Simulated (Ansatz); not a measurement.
Geometry optimisation, RKS B3LYP-D4/def2-SVP (Ansatz 0.2.0).

input.yaml

```yaml
crystal:
  periodic: [false, false, false]
  atoms:
    - { symbol: O, position_ang: [-0.0183, 0.8111, 1.891] }
    - { symbol: Si, position_ang: [1.1261, 1.1586, 0.6865] }
    - { symbol: Sb, position_ang: [0.27913, 3.09258, -0.69026] }
    - { symbol: Ge, position_ang: [-0.1219, 4.49393, 1.32838] }
    - { symbol: Cl, position_ang: [1.74043, 4.91347, 2.38573] }
    - { symbol: H, position_ang: [-0.9279, 1.0158, 1.4105] }
    - { symbol: H, position_ang: [2.44038, 1.49779, 1.23408] }
    - { symbol: H, position_ang: [1.29968, -0.05506, -0.19321] }
    - { symbol: H, position_ang: [-1.37512, 2.3959, -0.67236] }
    - { symbol: H, position_ang: [-0.80051, 5.85186, 0.97624] }
    - { symbol: H, position_ang: [-1.11542, 3.76206, 2.36736] }
basis:
  gaussian: { orbitals: def2-SVP }
hamiltonian:
  xc: b3lyp
  dispersion: d4
relax:
  f_tol: 0.015
  max_steps: 40
```

Launched with:

```bash
$ ansatz run input.yaml --threads 2 --pin off --max-ram 3072MiB --backend cpu --events-out ev --progress --plain --runs-dir out
```

Problem. Where does it end, and by what steps?

Solution. The forces met the threshold. After 15 steps the energy has fallen by 0.532 eV; H6 moved furthest, 0.57 Å.

```
step  energy less start (eV)  largest force component (eV/Å)  accepted
   0                  0.0000                           2.441       yes
   1                 -0.3844                           1.133       yes
   2                 -0.4520                           0.808       yes
   3                 -0.4822                           0.593       yes
   4                 -0.5043                           0.415       yes
   5                 -0.5149                           0.329       yes
   6                 -0.5184                           0.188       yes
   7                 -0.5223                           0.073       yes
   8                 -0.5259                           0.094       yes
   9                 -0.5194                           0.337        no
  10                 -0.5294                           0.054       yes
  11                 -0.5294                           0.138       yes
  12                 -0.5312                           0.067       yes
  13                 -0.5319                           0.069       yes
  14                 -0.5323                           0.019       yes
  15                 -0.5324                           0.008       yes
```

```xyz
11
Properties=species:S:1:pos:R:3
O 0.220 1.052 2.031
Si 1.128 1.178 0.632
Sb 0.358 3.172 -0.874
Ge -0.295 4.479 1.334
Cl 1.565 4.596 2.493
H -0.728 0.907 1.929
H 2.530 1.401 1.060
H 1.044 -0.064 -0.199
H -1.225 2.482 -0.976
H -0.721 5.940 1.065
H -1.348 3.793 2.230
```

Time of the run: 120 s on 2 threads of Arm Neoverse V2, on a shared host, peak memory 0.42 GiB.
